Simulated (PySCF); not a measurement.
Adding and removing an electron: In₂

UHF-CCSD; PySCF, scalar-relativistic core potentials, basis sets In def2-SVP with ECP28. Neutral (UHF): triplet (σ ↑, π ↑), Re = 3.056 Å, ωe = 120 cm⁻¹, De = 1.00 eV.

In₂⁺ (UHF): doublet (σ ↑), Re = 3.533 Å, ωe = 75.6 cm⁻¹, De = 1.18 eV to In⁺ + In. The energies at the minima are -378.57790 hartree for In2 and -378.38537 for In₂⁺.

(1) Work out the adiabatic ionisation energy, without and with harmonic zero-point energies (1 hartree = 27.2114 eV, 1 eV = 8065.5 cm⁻¹), and the change of the bond length.

Correlated steps freeze 8 core orbitals. Correlated levels converge slowly with the basis: in double zeta they bind strong bonds too weakly, by up to about 1 eV, and carry superposition errors of some tenths. These are scalar-relativistic numbers at best; spin–orbit coupling would shift them, the dissociation energy most. States were picked by a PBE0 search and need not be the measured ground states.

Results:

(1) At UHF-CCSD: 0.19253 hartree = 5.239 eV between the minima; the zero-point term (75.6 − 120.0)/2 cm⁻¹ = -0.003 eV makes it 5.236 eV. Re changes by +47.7 pm against the neutral. The electron leaves a π orbital, and the longer bond of the ion fits a bonding orbital, or a change in how ionic the bond is.
